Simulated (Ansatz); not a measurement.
Input for Ansatz (a program for electronic structure): U-CCSDT(Q)/cc-pVDZ on OH (SMILES [OH+]), 2S+1 = 3, a spin state set in the input, which need not be the lowest. Charge +1.

Ansatz 0.2 input:
```yaml
crystal:
  periodic: [false, false, false]
  atoms:
    - {symbol: O, position_ang: [-0.00000000, -0.00000000, -0.11562548]}
    - {symbol: H, position_ang: [0.00000000, 0.00000000, 0.92500384]}
basis:
  gaussian:
    orbitals: cc-pVDZ
total_charge: 1
magnetization: {spin_polarized: true, initial_magnetization: 2}
correlation: {method: ccsdt_q, electrons: outside_noble_gas}
scf: {omitted_lower_state_checks: [cluster_reference]}
```

Program output:

```
WARN ansatz: RAYON_NUM_THREADS=2 ignored (pool sized by the plan → 2); use --threads N
Functional definition: HF
these checks for a lower state are left out or cut short: cluster_reference
integrals: 0.00 GiB planned
276 factors; integrals over basis functions are off by at most 1.4e-7 eV
mean field: 0.04 GiB planned
mean field evaluation 1: about -2039.7205 eV, gradient 1.3e1 eV
mean field evaluation 2: about -2039.7208 eV, gradient 1.3e1 eV
mean field evaluation 4: about -2040.3848 eV, gradient 8.9e-1 eV
mean field evaluation 8: about -2040.3905 eV, gradient 5.7e-4 eV
mean field -2040.39047721 eV, -74.9829670111 hartree, gradient 1.1e-6 eV, S^2 2.013517; 0 other end points of the search recorded, 0 dependent functions left out
1 core orbitals not correlated
reference -2040.39047721 eV, -74.9829670111 hartree; 4, 2 occupied and 14, 16 virtual orbitals, 276 factors
second order -2.92900260 eV of doubles, -0.00000000 eV of singles
coupled cluster: 0.06 GiB planned
cycle   1  -3.30409256 eV  change   -3.8e-1 eV  update   3.4e-2
cycle   2  -3.45587911 eV  change   -1.5e-1 eV  update   1.3e-2
cycle   3  -3.47459414 eV  change   -1.9e-2 eV  update   5.6e-3
cycle   4  -3.47481899 eV  change   -2.2e-4 eV  update   2.9e-3
cycle   5  -3.47580131 eV  change   -9.8e-4 eV  update   1.3e-3
cycle   6  -3.47690505 eV  change   -1.1e-3 eV  update   6.0e-4
cycle   7  -3.47710951 eV  change   -2.0e-4 eV  update   1.9e-4
cycle   8  -3.47703166 eV  change    7.8e-5 eV  update   6.3e-5
cycle   9  -3.47700634 eV  change    2.5e-5 eV  update   2.1e-5
cycle  10  -3.47701270 eV  change   -6.4e-6 eV  update   5.0e-6
cycle  11  -3.47701421 eV  change   -1.5e-6 eV  update   1.4e-6
cycle  12  -3.47701323 eV  change    9.8e-7 eV  update   4.1e-7
cycle  13  -3.47701265 eV  change    5.9e-7 eV  update   1.7e-7
perturbative correction -0.00198524 eV, -0.0000729563 hartree
Total energy: -2043.86947510 eV, -75.1108178253 hartree
Checks for a lower state left out: cluster_reference
```

Self-consistency was reached.

Cost: roughly 2.1 core-seconds.
